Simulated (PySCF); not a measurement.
C2H2Cl2, charge +1, doublet, at a GFN2-xTB geometry (a state made from the parent by changing its charge; the spin is typed, not shown lowest); DF-PBE0/def2-SVPD run with PySCF.

The PySCF input:
```python
from pyscf import gto, scf, dft

mol = gto.M(
    atom='''
Cl    2.075346    0.354900    0.018240
C     0.583097   -0.366983   -0.001026
C    -0.583097    0.366983    0.001026
Cl   -2.075346   -0.354900   -0.018240
H     0.558084   -1.455093   -0.015529
H    -0.558084    1.455093    0.015529
''',
    basis='def2-svpd',
    charge=1,
    spin=1,
    verbose=4,
)

mf = dft.UKS(mol)
mf.xc = 'pbe0'
mf = mf.density_fit(auxbasis='def2-universal-jkfit')
mf.kernel()
mf.analyze()
```

### Question
Predict the main parts of the log of this PySCF run.

### Answer

```
PySCF version 2.14.0

[INPUT] verbose = 4
[INPUT] num. atoms = 6
[INPUT] num. electrons = 47
[INPUT] charge = 1
[INPUT] spin (= nelec alpha-beta = 2S) = 1
[INPUT] symmetry False subgroup None
[INPUT] Mole.unit = angstrom
[INPUT] Symbol           X                Y                Z      unit          X                Y                Z       unit  Magmom
[...]
nuclear repulsion = 178.743901612173
number of shells = 46
number of NR pGTOs = 170
number of NR cGTOs = 110
basis = def2-svpd
ecp = {}

******** <class 'pyscf.df.df_jk.DFUKS'> ********
method = DFUKS
initial guess = minao
damping factor = 0
level_shift factor = 0
DIIS = <class 'pyscf.scf.diis.CDIIS'>
diis_start_cycle = 1
diis_space = 8
diis_damp = 0
SCF conv_tol = 1e-09
SCF conv_tol_grad = None
SCF max_cycles = 50
direct_scf = False
number electrons alpha = 24  beta = 23
XC library pyscf.dft.libxc version 7.1.2
    S. Lehtola, C. Steigemann, M. J. T. Oliveira, and M. A. L. Marques,  SoftwareX 7, 1–5 (2018)
XC functionals = pbe0
    C. Adamo and V. Barone,  J. Chem. Phys. 110, 6158 (1999)
    M. Ernzerhof and G. E. Scuseria,  J. Chem. Phys. 110, 5029 (1999)
radial grids:
    Treutler-Ahlrichs [JCP 102, 346 (1995); DOI:10.1063/1.469408] (M4) radial grids

becke partition: Becke, JCP 88, 2547 (1988); DOI:10.1063/1.454033
pruning grids: <function nwchem_prune>
grids dens level: 3
symmetrized grids: False
atomic radii adjust function: <function treutler_atomic_radii_adjust>
small_rho_cutoff = 0
Set gradient conv threshold to 3.16228e-05
tot grids = 85616
******** <class 'pyscf.df.df.DF'> ********
auxbasis = def2-universal-jkfit
init E= -997.561666450519

cycle= 1 E= -996.667412930693  delta_E= 0.894  |g|= 0.262  |ddm|=  2.5
cycle= 2 E= -996.599342136856  delta_E= 0.0681  |g|= 0.456  |ddm|=  1.7
cycle= 3 E= -996.712273815843  delta_E= -0.113  |g|= 0.0463  |ddm|= 0.885
cycle= 4 E= -996.713274971058  delta_E= -0.001  |g|= 0.0111  |ddm|= 0.121
cycle= 5 E= -996.713344263339  delta_E= -6.93e-05  |g|= 0.00108  |ddm|= 0.022
cycle= 6 E= -996.713346077092  delta_E= -1.81e-06  |g|= 0.000479  |ddm|= 0.00405
cycle= 7 E= -996.713346366744  delta_E= -2.9e-07  |g|= 0.000207  |ddm|= 0.0015
cycle= 8 E= -996.713346417327  delta_E= -5.06e-08  |g|= 5.61e-05  |ddm|= 0.000679
cycle= 9 E= -996.713346421392  delta_E= -4.06e-09  |g|= 1.68e-05  |ddm|= 0.000203
cycle= 10 E= -996.713346421757  delta_E= -3.65e-10  |g|= 6.18e-06  |ddm|= 5.43e-05
Extra cycle  E= -996.713346421765  delta_E= -8.87e-12  |g|= 6.81e-06  |ddm|= 2.87e-05
[...]
converged SCF energy = -996.713346421765  <S^2> = 0.75302843  2S+1 = 2.0030261
Total Energy =                        -996.713346421765436
[...]
spin_pop of  3 Cl 2s       -0.00000
spin_pop of  3 Cl 3s        0.00225
spin_pop of  3 Cl 4s        0.00008
spin_pop of  3 Cl 5s        0.00000
spin_pop of  3 Cl 2px      -0.00000
spin_pop of  3 Cl 2py      -0.00000
spin_pop of  3 Cl 2pz       0.00001
spin_pop of  3 Cl 3px      -0.00563
spin_pop of  3 Cl 3py      -0.00002
spin_pop of  3 Cl 3pz       0.23671
spin_pop of  3 Cl 4px       0.00006
spin_pop of  3 Cl 4py       0.00007
spin_pop of  3 Cl 4pz       0.00094
spin_pop of  3 Cl 5px      -0.00000
spin_pop of  3 Cl 5py      -0.00000
spin_pop of  3 Cl 5pz       0.00024
spin_pop of  3 Cl 3dxy     -0.00018
spin_pop of  3 Cl 3dyz     -0.00026
spin_pop of  3 Cl 3dz^2     0.00032
spin_pop of  3 Cl 3dxz     -0.00127
spin_pop of  3 Cl 3dx2-y2   -0.00012
spin_pop of  3 Cl 4dxy      0.00001
spin_pop of  3 Cl 4dyz      0.00006
spin_pop of  3 Cl 4dz^2     0.00002
spin_pop of  3 Cl 4dxz      0.00002
spin_pop of  3 Cl 4dx2-y2    0.00002
spin_pop of  4 H 1s       -0.00909
spin_pop of  4 H 2s       -0.00007
spin_pop of  4 H 2px       0.00001
spin_pop of  4 H 2py      -0.00003
spin_pop of  4 H 2pz       0.00013
spin_pop of  4 H 3px      -0.00001
spin_pop of  4 H 3py      -0.00001
spin_pop of  4 H 3pz       0.00018
spin_pop of  5 H 1s       -0.00909
spin_pop of  5 H 2s       -0.00007
spin_pop of  5 H 2px       0.00001
spin_pop of  5 H 2py      -0.00003
spin_pop of  5 H 2pz       0.00013
spin_pop of  5 H 3px      -0.00001
spin_pop of  5 H 3py      -0.00001
spin_pop of  5 H 3pz       0.00018
 ** Mulliken Spin Density (per atom)  **
spin density of  0 Cl =      0.23334
spin density of  1 C =      0.27556
spin density of  2 C =      0.27556
spin density of  3 Cl =      0.23334
spin density of  4 H =     -0.00890
spin density of  5 H =     -0.00890
 ** Mulliken pop alpha/beta on meta-lowdin orthogonal AOs **
 ** Mulliken pop       alpha | beta **
In total            24.00000 | 23.00000
 ** Mulliken atomic charges   ( Nelec_alpha | Nelec_beta ) **
charge of  0Cl =      0.29940  (     8.46697      8.23363 )
charge of  1C =      0.01395  (     3.13081      2.85524 )
charge of  2C =      0.01395  (     3.13081      2.85524 )
charge of  3Cl =      0.29940  (     8.46697      8.23363 )
charge of  4H =      0.18665  (     0.40222      0.41112 )
charge of  5H =      0.18665  (     0.40222      0.41112 )

WARN: System has nonzero charge 1; the dipole moment is origin-dependent.
Location of origin: [0. 0. 0.]

Dipole moment(X, Y, Z, Debye):  0.00000, -0.00000, -0.00000
```
